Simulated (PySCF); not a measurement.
# Xenon: a sound run and one with changed settings

Sound run: Xe²⁺ [Kr] 4d10 5s2 5p4, Xe³⁺ [Kr] 4d10 5s2 5p3. All numbers are calculated (PySCF 2.14, a scalar-relativistic core potential, in def2-SVP with the def2 core potential (28 electrons) (6s5p3d2f, 50 functions)). In the sound run the correlated levels freeze 4s2 4p6 4d10 outside the core potential. The sound run starts from symmetry-adapted Hartree-Fock orbitals and uses a fine grid where one is needed.

Changed run: a valence shell is frozen. This setting is unsound on purpose.

```csv
species,method,sound run (hartree),changed run (hartree),converged
Xe²⁺,MP2,-327.22949,-327.18092,yes
Xe²⁺,CCSD(T),-327.24993,-327.18901,yes
Xe³⁺,MP2,-326.12738,-326.07445,yes
Xe³⁺,CCSD(T),-326.14227,-326.07845,yes
```

Ionisation energy of Xe²⁺:

| method | sound run (eV) | changed run (eV) |
| --- | --- | --- |
| UHF | 29.383 | 29.383 |
| MP2 | 29.990 | 30.109 |
| SCS-MP2 | 30.053 | 30.257 |
| CCSD | 30.122 | 30.201 |
| CCSD(T) | 30.141 | 30.220 |

Freezing a valence shell removes pair correlation that changes on ionisation.

For comparison, NIST gives 31.05 ± 0.04 eV between the lowest levels.
